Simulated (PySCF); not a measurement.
Whose spectrum? (BN-doped PAH)

All values: TDA PBE0/6-31G*, gas phase, PySCF SCF with an in-house response code, fitting set def2-universal-JFIT up to Ne and JKFIT beyond, grid level 1 (kernel 0), vertical, one conformer each, geometries GFN2-xTB; core orbitals frozen in the response. The lowest 8 singlets were sought, and the brightest is taken among them. The runs took 0.8 to 2 CPU minutes each on shared server CPUs.

One system has its HOMO at -5.09 eV, its LUMO at -1.65 eV and these singlet states:

| state | eV | f |
| --- | --- | --- |
| S1 | 3.26 | 0.387 |
| S2 | 3.66 | 0.063 |
| S3 | 4.27 | 0.179 |
| S4 | 4.33 | 0.095 |
| S5 | 4.61 | 0.041 |
| S6 | 5.04 | 0.068 |
| S7 | 5.11 | 0.047 |
| S8 | 5.16 | 0.000 |

(1) Which is it?
A. c1ccc2c(c1)c[o+]c1c3ccccc3ccc21 ([C17H11O]+)
B. c1ccc2c(c1)ccc1c3ccccc3pcc21 (C17H11P)
C. C1=Cc2ccccc2B2NC=c3ccccc3=C12 (C16H12BN)

(2) How do the candidates compare?

Results:

(1) C.

(2) 
```
                         system  HOMO / eV  LUMO / eV  S1 / eV  f(S1)  brightest state sought / eV
  C1=Cc2ccccc2B2NC=c3ccccc3=C12      -5.09      -1.65     3.26  0.387                         3.26
c1ccc2c(c1)c[o+]c1c3ccccc3ccc21      -9.93      -6.73     2.69  0.121                         3.05
   c1ccc2c(c1)ccc1c3ccccc3pcc21      -5.84      -1.80     3.69  0.156                         5.11
```
